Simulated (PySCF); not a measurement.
C₃H₈SSi₂.
Structure used (PBE0-D3(BJ)/def2-SVP), in Å, numbered top down from 1:
```
atom  x, y, z in Å
C1    -2.5401   -0.5117    0.4957
S2    -2.5255   -0.7356   -1.3128
Si3   -1.0579    0.7216   -1.8421
C4     0.5213    0.3733   -0.9703
C5     1.5506    0.1257   -0.3537
Si6    3.1027   -0.2408    0.5556
H7    -2.8903    0.4926    0.7735
H8    -3.2417   -1.2553    0.8964
H9    -1.5438   -0.6930    0.9232
H10   -0.8732    0.6129   -3.3148
H11   -1.4823    2.1014   -1.4611
H12    2.8247   -1.2518    1.6165
H13    3.6167    1.0111    1.1825
H14    4.1178   -0.7772   -0.3959
```

Level: B3LYP/def2-SVPD in PySCF, non-relativistic, on one gas-phase PBE0-D3(BJ)/def2-SVP geometry that isn't relaxed in the solvent. The solvent is an IEF-PCM continuum (van der Waals radii × 1.2), and excitations are vertical TDDFT with non-equilibrium linear response and a frozen core. Specific hydrogen bonds and non-electrostatic terms are outside this model.

```
run  E − E(gas) (kcal/mol)  HOMO (eV)  HOMO–LUMO gap (eV)  dipole (D)  lowest singlet (eV)  static polarisability (au)
gas                   0.00      -6.82                5.64        1.49                 4.75                       115.9
  P                  -2.32      -6.88                5.72        2.02                 4.82                       150.4
  Q                  -2.60      -6.90                5.73        2.09                 4.83                       155.4
```

Problem. The runs were made in acetone and dichloromethane. Which run belongs to which solvent?

Solution. P = dichloromethane, Q = acetone. The dielectric constants are 8.93 (dichloromethane), 20.49 (acetone), and the energy falls further as ε rises. The optical constants n² used for the excitations are 2.03, 1.85 in the same order. In this model the ground state sees the solvent through ε alone.

Problem. How constant is the ratio of the lowering to (ε − 1)/(2ε + 1)?

Solution. 
```csv
solvent,(ε − 1)/(2ε + 1),E − E(gas) (kcal/mol),ratio (kcal/mol),polarisation term (kcal/mol)
dichloromethane,0.420,-2.32,-5.5,-2.64
acetone,0.464,-2.60,-5.6,-3.01
```

The ratio changes by +1.5 % in size from dichloromethane to acetone. The polarisation term is half the interaction of the solute with the induced surface charges.

Cost: about 30 s of CPU time on one thread; the machine was shared, so the figure is rough. This is the whole response run at B3LYP/def2-SVPD in acetone, SCF included.
